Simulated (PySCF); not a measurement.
C₂H₃BF₂, SMILES C=CB(F)F, point group Cs.

Level: PBE0/pcSseg-1 in PySCF (density fitting, grid level 2); geometry and Hessian at that level, cubic constants and property derivatives from steps of ±0.6 along each species' dimensionless normal coordinates, second-order vibrational perturbation theory. The parent has the commonest isotopes.

Equilibrium geometry (Å):

```tsv
atom	x	y	z
C1	-1.1488	0.4004	-0.3516
C2	-0.2028	-0.5025	-0.0823
B3	1.2180	-0.0862	0.3522
F4	2.1575	-0.9801	0.5995
F5	1.5547	1.1844	0.4922
H6	-2.1539	0.1158	-0.6621
H7	-0.9494	1.4692	-0.2712
H8	-0.4391	-1.5634	-0.1749
```

Give the equilibrium and ground-state rotational constants (MHz) of parent; ¹⁰B at 3; ²H at 6; ¹⁰B at 3, ²H at 7; ²H at 8.


| species | Ae | Be | Ce | A0 | B0 | C0 | Δ0 (u Å²) | harmonic ZPE (cm⁻¹) |
| --- | --- | --- | --- | --- | --- | --- | --- | --- |
| parent | 9654.9 | 3846.4 | 2750.7 | 9595.8 | 3826.4 | 2734.7 | 0.059 | 11519 |
| ¹⁰B at 3 | 9655.2 | 3851.2 | 2753.2 | 9595 | 3830.8 | 2736.9 | 0.059 | 11584 |
| ²H at 6 | 9623.7 | 3585.2 | 2612.2 | 9565.8 | 3566.5 | 2597.1 | 0.058 | 10830 |
| ¹⁰B at 3, ²H at 7 | 9445.6 | 3727.8 | 2673 | 9386.8 | 3709.7 | 2658.2 | 0.046 | 10896 |
| ²H at 8 | 9108.4 | 3812.6 | 2687.7 | 9056.5 | 3792 | 2672.2 | 0.044 | 10823 |

Δ0 = Ic − Ia − Ib from the ground-state constants.

How is the parent's vibrational correction B0 − Be made up?


| axis | harmonic | Coriolis | cubic | total (MHz) |
| --- | --- | --- | --- | --- |
| a | 20.9 | -21.7 | -58.2 | -59.1 |
| b | 5.88 | -3.3 | -22.6 | -20.1 |
| c | 1.3 | -0.918 | -16.4 | -16 |

And its quartic centrifugal distortion constants from the harmonic force field?

Asymmetric top, A reduction, Ir representation: ΔJ = 0.848 kHz, ΔJK = 6.55 kHz, ΔK = 4.3 kHz, δJ = 0.236 kHz, δK = 4.61 kHz.

Which nuclear quadrupole couplings χaa, χbb, χcc (MHz) does the parent show, at equilibrium and averaged?

11B at 3: -2.4, -1.0, 3.4 and -2.4, -1.0, 3.4.

A mode lies under 250 cm⁻¹, where this perturbation treatment is rough. Internal rotors are held in one well.
